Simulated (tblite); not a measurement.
C7H16Ge.
Structure used (GFN2-xTB), in Å, numbered top down from 1:
```
atom  x, y, z in Å
C1    -1.917    1.191    1.471
C2    -2.275    0.330    0.270
C3    -1.165   -0.646   -0.098
C4    -1.568   -1.515   -1.282
Ge5    0.572    0.302   -0.527
C6     1.915    0.825    0.866
C7     3.027    0.204    0.005
C8     2.232   -0.754   -0.899
H9    -2.750    1.833    1.748
H10   -1.663    0.567    2.325
H11   -1.058    1.820    1.239
H12   -2.486    0.972   -0.589
H13   -3.187   -0.236    0.488
H14   -0.967   -1.292    0.762
H15   -0.784   -2.234   -1.516
H16   -2.485   -2.064   -1.065
H17   -1.741   -0.899   -2.162
H18    0.319    1.399   -1.563
H19    2.084    1.866    1.130
H20    1.770    0.262    1.787
H21    3.811   -0.286    0.584
H22    3.495    0.978   -0.605
H23    2.176   -1.748   -0.457
H24    2.634   -0.856   -1.903
```

Computed values, GFN2-xTB/tblite, gas phase, harmonic and unscaled. Errors from tens to a few hundred cm⁻¹ against measured bands are possible. Modes of hydrogen on germanium can be 10 to 20 % off. One conformer, not necessarily the lowest.

Harmonic wavenumbers (cm⁻¹): 34.6, 68.0, 77.5, 99.1, 168.4, 181.2, 219.5, 228.5, 251.9, 328.0, 394.5, 441.7, 510.5, 518.4, 562.8, 609.1, 642.2, 707.9, 788.8, 828.2, 878.1, 892.9, 967.9, 975.9, 993.3, 1021.4, 1045.5, 1049.9, 1071.4, 1118.1, 1122.2, 1163.0, 1173.1, 1200.1, 1221.1, 1224.9, 1265.4, 1287.6, 1297.3, 1348.9, 1409.0, 1413.4, 1455.7, 1457.7, 1488.7, 1493.9, 1494.7, 1497.2, 1500.4, 1501.9, 1806.5, 2919.8, 2937.6, 2958.7, 2962.0, 2973.1, 2980.5, 2985.4, 2998.2, 2999.3, 3000.5, 3003.6, 3010.3, 3016.4, 3027.3, 3033.6.

A = 2438, B = 1009, C = 786.6 MHz; mass 174.046 u (most abundant isotopes); point group C1, symmetry number 1.

Task: Zero-point energy?

Result: Half the sum of the wavenumbers: 45652 cm⁻¹ = 546.12 kJ/mol.

Task: Entropy at 400 K, 1 bar (ideal gas, RRHO, classical rotation)?

Result: Translation 179.31, rotation 127.08, vibration 199.12: S = 505.5 J/(mol K).

Task: And Cp and H(400 K) − H(0)?

Result: Cp = 234.44 J/(mol K), of which vibrations give 201.19 (their classical limit is 66 R = 548.8); H(400 K) − H(0) = 53.86 kJ/mol without the zero-point energy, 40.55 from vibrations.

Task: Which modes carry the vibrational entropy at 400 K?

Result: 34.6 cm⁻¹: 25.65; 68.0 cm⁻¹: 20.04; 77.5 cm⁻¹: 18.96; 99.1 cm⁻¹: 16.94; 168.4 cm⁻¹: 12.61; 181.2 cm⁻¹: 12.02 J/(mol K); the other 60 give 92.91 together.

Task: Blend soft modes into free rotors: weight 1/[1 + (100 cm⁻¹/ν̃)⁴] for the oscillator and the rest for a rotor with moment μB/(μ + B), μ = h/(8π²ν), B = 10⁻⁴⁴ kg m². What vibrational entropy results?

Result: 181.14 J/(mol K) in place of 199.12, which changes −T·S at 400 K by +7.19 kJ/mol.

Task: What must be added to the electronic energy to get the Gibbs energy at 400 K and 1 bar?

Result: ZPE + [H(400 K) − H(0)] − T·S = 546.12 + 53.86 − 202.21 = 397.77 kJ/mol.

Task: How do the functions run with temperature in this model?

Result: 
```tsv
T (K)	S (J/(mol K))	Cp (J/(mol K))	H − H(0) (kJ/mol)	G − H(0) (kJ/mol)	ln q(vib)
100	307.1	88.4	6.03	-24.68	2.37
200	382.3	133.7	17.14	-59.32	5.60
300	445.7	183.3	32.94	-100.77	8.70
500	562.9	280.2	79.65	-201.79	14.80
800	718.0	379.3	179.80	-394.57	23.70
1000	807.6	423.4	260.29	-547.29	29.31
```

q(vib) and H(0) count from the zero-point level.

Hindered rotation and anharmonicity are outside this model. Other conformers, if any are populated, would add a mixing term that is left out. The structure is chiral; the term R ln 2 for an equal mix with its mirror image is left out.

The run took 1.3 s of wall time on Arm Neoverse V1, one thread (shared host). This covers the Hessian and the dipole derivatives.
